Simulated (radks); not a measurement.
Q: The mean radii <r> (bohr) of the occupied orbitals of an atom or ion are listed with their occupations. All-electron calculation, scalar-relativistic Kohn-Sham, BLYP, spin-polarised, spherical densities, finite nucleus; Fermi nuclear charge, rms radius of each element as measured or else 0.836 A^(1/3) + 0.57 fm. Program: a radial shooting solver on a logarithmic mesh with Libxc functionals.

orbital  occ.      <r>
1s          2  0.02363
2s          2   0.1008
2p          6  0.08854
3s          2   0.2615
3p          6   0.2584
3d         10   0.2340

Name the element and its charge. Open shells, if any, are filled with parallel spins first.

A: Z = 60, neodymium, charge +32: Nd32+ in [Ar] 3d10. The 1s radius gives Z: for a bare nucleus <r> = (2 gamma + 1)/(2Z) with gamma = sqrt(1 - (Z/c)^2), 0.02332 bohr for Z = 60, and screening makes it slightly larger (0.02363 here). The occupations add up to 28, and the charge is Z minus that.
